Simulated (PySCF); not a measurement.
## Vibration and rotation of SiI

UHF-CCSD(T) constants of SiI, ²Π (doublet), unpaired electrons π ↑ (basis Si cc-pV(D+d)Z, I cc-pVDZ-PP with ECP28; scalar-relativistic core potentials; PySCF 2.14; masses 27.9769 and 126.9045 u):

| Property | Result |
| --- | --- |
| ωe | 354.5 cm⁻¹ |
| ωexe | 1.14 cm⁻¹ |
| Be | 0.11934 cm⁻¹ |
| αe | 0.000545 cm⁻¹ |
| D (centrifugal) | 5.41e-08 cm⁻¹ |
| De to Si + I | 2.78 eV |

(1) Give the vibrational terms G(v) and spacings up to v = 6.

(2) How well does the Morse estimate ωe²/(4ωexe) reproduce De, and what is D0?

Correlated steps freeze 9 core orbitals. Correlated levels converge slowly with the basis: in double zeta they bind strong bonds too weakly, by up to about 1 eV, and carry superposition errors of some tenths. These are scalar-relativistic numbers at best; spin–orbit coupling would shift them, the dissociation energy most. The state is the lowest determinant that a PBE0 search found; another state may lie lower at other levels.

Answers

(1) G(v) = ωe(v+½) − ωexe(v+½)².

| v | G(v) (cm⁻¹) | G(v) − G(v−1) | Bv (cm⁻¹) |
| --- | --- | --- | --- |
| 0 | 177.0 |  | 0.1191 |
| 1 | 529.2 | 352.2 | 0.1185 |
| 2 | 879.1 | 349.9 | 0.1180 |
| 3 | 1226.8 | 347.7 | 0.1174 |
| 4 | 1572.2 | 345.4 | 0.1169 |
| 5 | 1915.3 | 343.1 | 0.1163 |
| 6 | 2256.1 | 340.8 | 0.1158 |

(2) It gives 3.42 eV, 123 % of the computed De. D0 = De − G(0) = 2.78 − 0.02 = 2.76 eV.
